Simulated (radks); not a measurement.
Values are calculated unless marked as measured or tabulated.
Sb26+, configuration [Ar] 3d7.

Level of theory: scalar-relativistic Kohn-Sham, LDA (Slater exchange, Perdew-Wang correlation), spin-unpolarised, spherical densities, point nucleus (a radial shooting solver on a logarithmic mesh with Libxc functionals).

Energy parts (Ry):
part                        energy
total                 -12184.59150
kinetic                12773.36329
electron-nucleus      -27587.70820
Hartree                 2891.41299
exchange-correlation    -261.65959

Orbitals (lengths in bohr, moments of r in powers of bohr; r(max) is where P^2 peaks; r(90%) holds 90 % of the orbital's charge):
orbital,occ.,eigenvalue (Ry),<r>,r(90%),r(max),<r^2>
1s,2,-2298.141,0.02844,0.0511,0.01837,0.001096
2s,2,-410.3394,0.1223,0.189,0.1036,0.01762
2p,6,-376.2491,0.1067,0.174,0.08291,0.01389
3s,2,-130.7462,0.3183,0.465,0.2935,0.1154
3p,6,-119.6452,0.3132,0.467,0.2853,0.1133
3d,7,-103.5876,0.2840,0.440,0.2331,0.09432
4s,0,-61.96293,0.6417,0.906,0.6315,0.4622
4p,0,-57.73062,0.6525,0.929,0.6421,0.4811

The highest occupied level is 3d at -1409.4 eV. The density falls to 0.001 e/bohr^3 at r = 0.98 bohr. For comparison, the ionisation energy in NIST's Atomic Spectra Database is 1441 eV (theoretical). In exact Kohn-Sham theory the highest level is minus the ionisation energy, but local and semilocal functionals leave it too shallow, through self-interaction and a potential that decays too fast; potentials with the right tail come closer.

Beside tabulated values, note that spin-unpolarised runs miss the spin-polarisation part of the exchange energy of open shells.
